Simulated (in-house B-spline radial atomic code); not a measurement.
Radial electron density of Hf⁸⁺, [Kr] 4d9 4f13 5s2 5p3 7g1. Computed with an all-electron radial atomic-structure program (B-spline basis): Dirac-Hartree-Fock, average of configuration, Fermi nucleus of rms radius 5.347 fm.

Columns: r (bohr), 4πr²n(r) (electrons per bohr), bar.

```
0.000574    2.853 #
0.000731    4.218 #
0.000931    6.196 ##
 0.00119    9.073 ###
 0.00151       13 ####
 0.00192    18.46 ######
 0.00245     25.9 #########
 0.00312    35.49 ############
 0.00397    47.32 ################
 0.00506    61.15 #####################
 0.00644    75.69 ##########################
 0.00821    89.07 ##############################
  0.0105    98.52 #################################
  0.0133    101.3 ##################################
   0.017    97.62 #################################
  0.0216    91.34 ###############################
  0.0275    90.06 ##############################
   0.035    100.2 ##################################
  0.0446    118.8 ########################################
  0.0568    130.5 ############################################
  0.0724    122.2 #########################################
  0.0922      104 ###################################
   0.117    102.1 ##################################
    0.15      117 #######################################
    0.19    111.5 ######################################
   0.243    77.27 ##########################
   0.309    59.02 ####################
   0.393    67.63 #######################
   0.501    65.01 ######################
   0.638    42.11 ##############
   0.813    22.16 #######
    1.04    12.02 ####
    1.32    5.801 ##
    1.68    1.784 #
    2.14   0.3224 
    2.72  0.01952 
    3.47  0.06439 
    4.42   0.1013 
    5.63 0.006653 
    7.17   0.2194 
    9.13   0.1394 
    11.6   0.0131 
    14.8 0.0001529 
    18.9 1.327e-07 
      24 9.874e-11
```

On this grid the curve has 6 maxima, near 0.0133, 0.0568, 0.15, 0.393, 4.42, 7.17 bohr.

The 4f5/2 radial function P(r) = rR(r), positive near the nucleus, with its small component Q(r) (sign convention: Q ≈ (P' + κP/r)/2c):

| r (bohr) | P | Q |
| --- | --- | --- |
| 0.0275 | 0.002975 | 0.002398 |
| 0.0446 | 0.01491 | 0.007332 |
| 0.0724 | 0.06542 | 0.019 |
| 0.117 | 0.2314 | 0.03835 |
| 0.19 | 0.621 | 0.05551 |
| 0.309 | 1.14 | 0.05088 |
| 0.501 | 1.299 | 0.02586 |
| 0.813 | 0.8685 | 0.006116 |
| 1.32 | 0.3027 | -3.545e-05 |
| 2.14 | 0.03824 | -0.000181 |
